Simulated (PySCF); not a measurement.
**A survey of 19F NMR shifts**

Theoretical values (PySCF 2.14.0 with density-fitted response routines): GFN2-xTB geometry, shielding tensors at PBE0/pcSseg-1 (GIAO). Non-relativistic, one averaged value for each set of equivalent atoms, gas phase, one computed conformer.

Shieldings were converted by a linear fit to measured shifts: 19F (scatter 6.0 ppm rms, 7.0 ppm with the 5 outliers that the fit left out vs CFCl3, solution or neat liquid, with a term for F on sp3 carbon). A few per cent of atoms miss by over 2 rms, more outside the fitted compound classes.

Q: Give the 19F shifts of `CO[C@H](C)CCF`, `C=C(C)C1C[C@@H](F)[C@H](F)C1`, `CC1=C(F)[SiH2][Si@@H]1C(F)F`, `F[C@@H]1CC[C@@](F)(C2CC2)C1`.

A: 
```csv
compound,environment,δ (ppm)
CO[C@H](C)CCF,fluorine on an sp3 carbon,-223.0
[CH2:1]=[C:2]([CH3:3])[CH:4]1[CH2:5][C@@H:6]([F:7])[C@H:8]([F:9])[CH2:10]1,F7: fluorine on an sp3 carbon,-179.0
[CH2:1]=[C:2]([CH3:3])[CH:4]1[CH2:5][C@@H:6]([F:7])[C@H:8]([F:9])[CH2:10]1,F9: fluorine on an sp3 carbon,-181.4
[CH3:1][C:2]1=[C:3]([F:4])[SiH2:5][Si@@H:6]1[CH:7]([F:8])[F:9],F4: vinylic fluorine,-45.1
[CH3:1][C:2]1=[C:3]([F:4])[SiH2:5][Si@@H:6]1[CH:7]([F:8])[F:9],F8: fluorine of a CF2 group,-128.6
[CH3:1][C:2]1=[C:3]([F:4])[SiH2:5][Si@@H:6]1[CH:7]([F:8])[F:9],F9: fluorine of a CF2 group,-131.0
[F:1][C@@H:2]1[CH2:3][CH2:4][C@@:5]([F:6])([CH:7]2[CH2:8][CH2:9]2)[CH2:10]1,F1: fluorine on an sp3 carbon,-166.1
[F:1][C@@H:2]1[CH2:3][CH2:4][C@@:5]([F:6])([CH:7]2[CH2:8][CH2:9]2)[CH2:10]1,F6: fluorine on an sp3 carbon,-169.7
```

Q: Order these by 19F shift, lowest first.
A. CC(C)(C)C1=CC(F)(F)C1
B. F[C@@H]1C[C@@H](C2CC2)C[C@@H]1F
C. CO[C@H](C)CCF

A: C (-223.0 ppm, fluorine on an sp3 carbon), B (-200.7 ppm, fluorine on an sp3 carbon), A (-106.0 ppm, fluorine of a CF2 group).
